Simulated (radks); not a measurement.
Species: Sb11+. Configuration: [Kr] 4d4.

Method: scalar-relativistic Kohn-Sham, exchange-only LDA, spin-polarised, spherical densities, point nucleus; open shells are filled with parallel spins first (spin-orbit coupling, left out, can overturn this in heavy ions); computed with a radial shooting solver on a logarithmic mesh with Libxc functionals.

Energy parts (hartree):
part                    energy
total              -6432.21732
kinetic             6731.35927
electron-nucleus  -15247.68812
Hartree             2236.81019
exchange            -152.69866

Orbitals (lengths in bohr, moments of r in powers of bohr):
orbital	occ.	eigenvalue (hartree)	<r^4>	<r^2>
1s up	1	-1120.527	3.135e-06	0.001096
1s down	1	-1120.525	3.134e-06	0.001096
2s up	1	-177.4887	0.0005409	0.01775
2s down	1	-177.4298	0.0005408	0.01775
2p up	3	-160.2635	0.0003891	0.01402
2p down	3	-160.2164	0.0003889	0.01401
3s up	1	-41.12119	0.02369	0.1248
3s down	1	-41.07883	0.02360	0.1246
3p up	3	-35.50961	0.02488	0.1250
3p down	3	-35.46398	0.02475	0.1248
3d up	5	-26.95602	0.02199	0.1096
3d down	5	-26.89718	0.02184	0.1094
4s up	1	-12.88097	0.5950	0.6444
4s down	1	-12.66841	0.5948	0.6435
4p up	3	-11.05625	0.7550	0.7192
4p down	3	-10.84242	0.7579	0.7194
4d up	4	-8.31601	1.151	0.8672
4d down	0	-8.10446	1.170	0.8720

The highest occupied level is 4d up at -226.29 eV. Summed over all electrons, <r^2> = 11.29 bohr^2, which gives a Langevin (diamagnetic) susceptibility term of -8.94 x 10^-6 cm^3/mol. Spin moment in Bohr magnetons: 4.
